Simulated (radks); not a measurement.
Problem. The mean radii <r> (bohr) of the occupied orbitals of an atom or ion are listed with their occupations. All-electron calculation, scalar-relativistic Kohn-Sham, PBE, spin-polarised, spherical densities, finite nucleus; Fermi nuclear charge, rms radius of each element as measured or else 0.836 A^(1/3) + 0.57 fm. Program: a radial shooting solver on a logarithmic mesh with Libxc functionals.

orbital  occ.      <r>
1s up       1  0.02151
1s down     1  0.02151
2s up       1  0.09150
2s down     1  0.09150
2p up       3  0.08089
2p down     3  0.08088
3s up       1   0.2394
3s down     1   0.2393
3p up       3   0.2382
3p down     3   0.2380
3d up       5   0.2166
3d down     5   0.2164
4s up       1   0.5416
4s down     1   0.5416
4p up       3   0.5737
4p down     3   0.5738
4d up       5   0.6237
4d down     5   0.6244
5s up       1    1.321
5s down     1    1.335
5p up       3    1.561
5p down     3    1.583
4f up       7   0.8857
6s up       1    3.720
4f down     2   0.9394

Name the element and its charge. Open shells, if any, are filled with parallel spins first.

Solution. Z = 65, terbium, charge +1: Tb+ in [Xe] 4f9 6s1. The 1s radius gives Z: for a bare nucleus <r> = (2 gamma + 1)/(2Z) with gamma = sqrt(1 - (Z/c)^2), 0.02124 bohr for Z = 65, and screening makes it slightly larger (0.02151 here). The occupations add up to 64, and the charge is Z minus that.
